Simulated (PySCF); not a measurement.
Electron correlation in Re⁴⁷⁺ (rhenium, charge +47)

Starting occupation: [Ar] 3d10. Calculation: PySCF 2.14, in an uncontracted even-tempered set (18 s from 4 bohr⁻², ratio 2.6; 15 p from 5.2 bohr⁻², ratio 2.6; 10 d from 5.2 bohr⁻², ratio 2.6; 5 f from 5.4 bohr⁻², ratio 2.8); X2C-1e with screened-nucleus spin-orbit coupling, Gaussian nucleus. Frozen: [Ar]; 10 electrons correlated; the 98 highest virtual spinors left out.

MP2 pair energies summed by pair of shells (mhartree):

```csv
pair,energy,share (%)
3d3/2-3d5/2,-189.06,49.7
3d5/2-3d5/2,-133.79,35.1
3d3/2-3d3/2,-57.83,15.2
```

Total MP2 correlation energy: -380.69 mhartree.

The virtual space was cut to 70 spinors, which keep -376.33 of the -380.69 mhartree of MP2 correlation.

```tsv
level	correlation energy (mhartree)
CCSD	-372.86
(T)	-0.15
CCSD(T)	-373.01
```

Diagnostics: T1 = 4.8e-05, largest double amplitude 0.005.

Cost of the coupled-cluster step: 67 s of wall time on 1 thread of Neoverse-V2 (shared host), for 10 occupied and 70 virtual spinors.

At this charge the one-electron X2C treatment keeps the bare 1/r₁₂, with no two-electron picture change or Breit term. The effect here is smaller than on the frozen 1s shell.
